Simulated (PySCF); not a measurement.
Compound: (MgS)2 ring, Mg2S2.
Geometry (PBE0-D3(BJ)/def2-SVP, Å), atoms numbered from 1 in this order:
```
atom  x, y, z in Å
Mg1   -1.2556    0.0624   -0.4528
S2    -0.6492   -0.4892    1.7314
Mg3    1.2555   -0.0625    0.4531
S4     0.6493    0.4893   -1.7317
```

The closed-shell ground state was solved at several levels (PySCF, density fitting, gas phase, non-relativistic). The dipole stays under 0.02 D at every level.

```tsv
level	basis functions	total energy (Eh)	HOMO (eV)	LUMO (eV)	gap (eV)
B3LYP/pcSseg-1	80	-1196.6788	-5.68	-2.94	2.74
PBE0/pcSseg-1	80	-1196.1115	-5.96	-2.69	3.27
```

**Question.** Estimate the row for CAM-B3LYP/def2-SVPD, a basis of 96 functions; the other rows only guide the guess.

**Answer.** Total energy -1196.3043 Eh, HOMO -7.29 eV, LUMO -2.11 eV, gap 5.18 eV.

**Question.** Over all these levels, which gives the widest orbital gap and which the narrowest?

**Answer.** CAM-B3LYP/def2-SVPD (range-separated hybrid) has the widest, 5.18 eV, and B3LYP/pcSseg-1 (global hybrid, 20 % exact exchange) the narrowest, 2.74 eV. Functional and basis both differ between the two, so the spread mixes both effects.
